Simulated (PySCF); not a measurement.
Phosphorus: a sound run and one with changed settings

Sound run: P⁺ [Ne] 3s2 3p2, P²⁺ [Ne] 3s2 3p1. Calculation: PySCF 2.14, in def2-SVP; the non-relativistic Hamiltonian (point nucleus). In the sound run the correlated levels freeze [Ne]. The sound run starts from symmetry-adapted Hartree-Fock orbitals and uses a fine grid where one is needed.

Changed run: the spin-free X2C one-electron Hamiltonian (Gaussian nucleus). This setting is unsound on purpose.

```csv
species,method,sound run (hartree),changed run (hartree),converged
P⁺,UHF,-340.23220,-340.96506,yes
P⁺,MN15,-340.62191,-341.35395,yes
P⁺,BP86,-340.79226,-341.52457,yes
P⁺,MP2,-340.28186,-341.01474,yes
P⁺,CCSD(T),-340.30295,-341.03578,yes
P²⁺,UHF,-339.52698,-340.25969,yes
P²⁺,MN15,-339.89302,-340.62500,yes
P²⁺,BP86,-340.06230,-340.79451,yes
P²⁺,MP2,-339.56632,-340.29903,yes
P²⁺,CCSD(T),-339.58655,-340.31917,yes
```

Ionisation energy of P⁺:

| method | sound run (eV) | changed run (eV) |
| --- | --- | --- |
| UHF | 19.190 | 19.194 |
| MN15 | 19.834 | 19.836 |
| BP86 | 19.863 | 19.866 |
| MP2 | 19.471 | 19.476 |
| SCS-MP2 | 19.393 | 19.398 |
| CCSD | 19.486 | 19.491 |
| CCSD(T) | 19.494 | 19.500 |

Most of the change in total energy is the relativistic energy itself. On top of that the contraction fixes the core shape for the Hamiltonian it was made with, so the changed run is not a good calculation with the other Hamiltonian either.

For comparison, NIST gives 19.769 eV between the lowest levels.
